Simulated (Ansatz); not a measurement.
Clusters of 4 atoms, capped: gap (eV) at several levels, gas phase, relaxed structures; Ansatz. Clusters are the lowest isomers that short searches found in that spin, judged at the geometry's level. Core potentials for Pt in the def2 sets, no spin–orbit coupling. HOMO and LUMO are taken over both spins. Singlets are spin-restricted. The structures are stationary points that may keep the symmetry of their start.

| species | state | geometry | PBE-D4/def2-SVP | r2SCAN-D4/def2-TZVP | PBE0-D4/def2-SVP | PBE0-D4/def2-TZVP |
| --- | --- | --- | --- | --- | --- | --- |
| Ga2H2⁺ | doublet | PBE-D4/def2-TZVP | 0.93 | 1.66 | 2.61 | 2.62 |
| C2H2 | singlet | PBE-D4/def2-TZVP | 7.06 | 7.46 | 9.48 | 9.18 |
| Ge3H | doublet | PBE0-D4/def2-SVP | 0.76 | 1.20 | 2.36 | 2.38 |
| Cu3H | singlet | PBE-D4/def2-TZVP | 1.12 | 1.46 | 2.88 | 2.95 |
| Ge2H2 | singlet | r2SCAN-D4/def2-TZVP | 2.19 | 2.50 | 3.87 | 3.86 |
| Pt2H2 | singlet | PBE0-D4/def2-TZVP | 0.89 | 1.23 | 3.12 | 3.09 |

Q: Estimate the column for PBE-D4/def2-TZVP.

A: Ga2H2⁺ 0.93; C2H2 6.87; Ge3H 0.80; Cu3H 1.20; Ge2H2 2.19; Pt2H2 0.85.
